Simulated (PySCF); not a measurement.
An equivalent PySCF input for Tl (thallium, neutral), [Xe] 4f14 5d10 6s2 6p1, 2P determinant, with scalar relativity through the core potential:

```python
from pyscf import gto, scf, dft, mp, cc
import basis_set_exchange as bse
txt = bse.get_basis("aug-cc-pVDZ-PP", elements=["Tl"], fmt="nwchem", header=False)
cut = txt.index("\nECP")
mol = gto.M(atom="Tl 0 0 0", charge=0, spin=1, symmetry="D2h",
            basis=gto.basis.parse(txt[:cut]),
            ecp={"Tl": gto.basis.parse_ecp(txt[cut:])})
mf = scf.UHF(mol)
mf.irrep_nelec = {'Ag': (4, 4), 'B1g': (1, 1), 'B2g': (1, 1), 'B3g': (1, 1), 'B1u': (1, 1), 'B2u': (2, 1), 'B3u': (1, 1)}
mf.kernel()
```

It reaches the same state as the run whose output follows, and the same energy. The run itself started from symmetry-adapted Hartree-Fock orbitals and held the occupation by maximum overlap, so the iterations belong to that start.

```
SCF conv_tol = 1e-09
number electrons alpha = 11  beta = 10
cycle= 1 E= -171.512247094895  delta_E= -0.00176  |g|= 0.0121  |ddm|= 0.0704
cycle= 2 E= -171.512480127226  delta_E= -0.000233  |g|= 0.00455  |ddm|= 0.0278
cycle= 3 E= -171.512520707463  delta_E= -4.06e-05  |g|= 0.000406  |ddm|= 0.021
cycle= 4 E= -171.512521401938  delta_E= -6.94e-07  |g|= 0.000109  |ddm|= 0.00613
cycle= 5 E= -171.512521444604  delta_E= -4.27e-08  |g|= 3.16e-05  |ddm|= 0.00138
cycle= 6 E= -171.51252144787  delta_E= -3.27e-09  |g|= 3.12e-06  |ddm|= 0.000451
cycle= 7 E= -171.512521447888  delta_E= -1.81e-11  |g|= 5.76e-07  |ddm|= 2.67e-05
converged SCF energy = -171.512521447888  <S^2> = 0.75893846  2S+1 = 2.0089186
```

Energies and moments cover only the electrons outside the core potential. Spin-orbit coupling, absent here, splits the open shell strongly.
